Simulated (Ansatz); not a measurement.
```xyz
9

N     0.1914    1.9969   -1.4263
C     0.4342    0.9665   -0.8313
C     0.6870   -0.0671   -0.0666
Si   -0.6146   -0.8686    0.9850
Cl    2.3005   -0.7202   -0.0424
H    -0.1273    1.9174   -2.3898
H    -0.7802   -2.2890    0.5858
H    -1.8809   -0.1232    0.7735
H    -0.2101   -0.8127    2.4121
```

Charge 0, multiplicity 1.

Problem. List the r2SCAN/def2-TZVPP orbital energies in eV (Ansatz 0.2.0). (An estimate is asked.)

Solution. The calculation gave: Occupied: -2753.86, -1791.32, -386.45, -275.43, -274.66, -255.19, -193.82, -193.54, -193.54, -141.78, -96.66, -96.63, -96.62, -25.19, -22.88, -19.20, -15.19, -14.25, -12.44, -10.97, -10.59, -9.29, -9.15, -8.84, -8.64, -7.74, -5.97. Lowest empty: -2.21, -0.71, -0.17, 0.88, 1.17, 1.23, 1.37, 2.50.
